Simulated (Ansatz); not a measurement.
(Cl)2Al-O-SiH3 (AlSiCl₂OH₃). The state is a triplet with charge 0. Geometry r2SCAN-D4/def2-SVP, that of the neutral singlet.

```xyz
8

Al   -0.530   -1.672   -0.407
Cl   -0.725   -2.276   -2.393
Cl   -0.959   -3.028    1.117
O    -0.033   -0.114   -0.041
Si    0.451    1.421    0.344
H    -0.432    2.413   -0.337
H     0.370    1.627    1.819
H     1.859    1.630   -0.102
```

At PBE0-D4/def2-TZVP a singlet of charge 0 lies 6.24 eV below the triplet at the same geometry.

Problem. Estimate the α-spin orbital energies around the gap (eV) in Ansatz with PBE-D4/def2-TZVP, r2SCAN-D4/def2-TZVP, PBE0-D4/def2-TZVP.

Solution. 
```
orbital  PBE-D4/def2-TZVP  r2SCAN-D4/def2-TZVP  PBE0-D4/def2-TZVP
 HOMO−5             -8.81                -9.28             -10.34
 HOMO−4             -8.79                -9.20             -10.24
 HOMO−3             -8.50                -8.96             -10.02
 HOMO−2             -8.42                -8.78              -9.82
 HOMO−1             -8.25                -8.68              -9.81
   HOMO             -2.43                -2.43              -3.00
   LUMO             -1.73                -1.78              -1.05
 LUMO+1             -0.86                -0.61              -0.14
 LUMO+2              0.31                 0.66               1.13
 LUMO+3              0.35                 0.70               1.16
 LUMO+4              0.48                 1.05               1.28
 LUMO+5              1.12                 1.62               1.82
 β HOMO             -8.07                -8.51              -9.17
 β LUMO             -7.87                -8.08              -7.68
```
